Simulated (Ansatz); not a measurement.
Input file for Ansatz (a program for electronic structure): R-r2SCAN/def2-TZVPP on BrHSi (SMILES [SiH]Br), atoms moved off the minimum.

Ansatz 0.2 input:
```yaml
crystal:
  periodic: [false, false, false]
  atoms:
    - {symbol: Si, position_ang: [-0.93523278, -0.78486897, 1.00660495]}
    - {symbol: H, position_ang: [-1.92529502, -1.25467599, 0.01011478]}
    - {symbol: Br, position_ang: [0.42260007, 0.28547910, -0.39042735]}
basis:
  gaussian:
    orbitals: def2-TZVPP
hamiltonian:
  xc: {name: r2SCAN}
scf: {lower_state_search: off}
output: {forces: true}
```

Output:

```
WARN ansatz: RAYON_NUM_THREADS=1 ignored (pool sized by the plan → 1); use --threads N
Functional definition: r2SCAN
these checks for a lower state are left out or cut short: stability, starts, cluster_reference, orbital_swaps, neighbouring_geometries, increment
integrals: 0.03 GiB planned
723 factors; their error is unknown
mean field: 0.25 GiB planned
mean field evaluation 1: about -77938.3651 eV, gradient 1.2e1 eV
mean field evaluation 2: about -77938.5661 eV, gradient 7.7e0 eV
mean field evaluation 4: about -77938.7657 eV, gradient 1.3e0 eV
mean field evaluation 8: about -77938.7288 eV, gradient 1.1e-1 eV
mean field evaluation 16: about -77938.7288 eV, gradient 9.0e-5 eV
mean field -77938.72882854 eV, -2864.1954556811 hartree, gradient 5.6e-6 eV, S^2 0.000000; 0 other end points of the search recorded, 0 dependent functions left out
the calculation of the forces begins
reference -77938.72883697 eV, -2864.1954559908 hartree; 25, 25 occupied and 79, 79 virtual orbitals, 723 factors
Total energy: -77938.72883697 eV, -2864.1954559908 hartree
Atom 0 at    -0.935233    -0.784869     1.006605 Å, force     0.299229     0.035775     0.990212 eV/Å
Atom 1 at    -1.925295    -1.254676     0.010115 Å, force    -0.399817    -0.146547    -0.682497 eV/Å
Atom 2 at     0.422600     0.285479    -0.390427 Å, force     0.100588     0.110772    -0.307715 eV/Å
Dipole moment:    -0.136568    -0.089474     0.022576 e Å
Checks for a lower state left out: stability, starts, cluster_reference, orbital_swaps, neighbouring_geometries, increment
```

The calculation finished and met its thresholds.

Cost: around 1.8 core-seconds (rough).
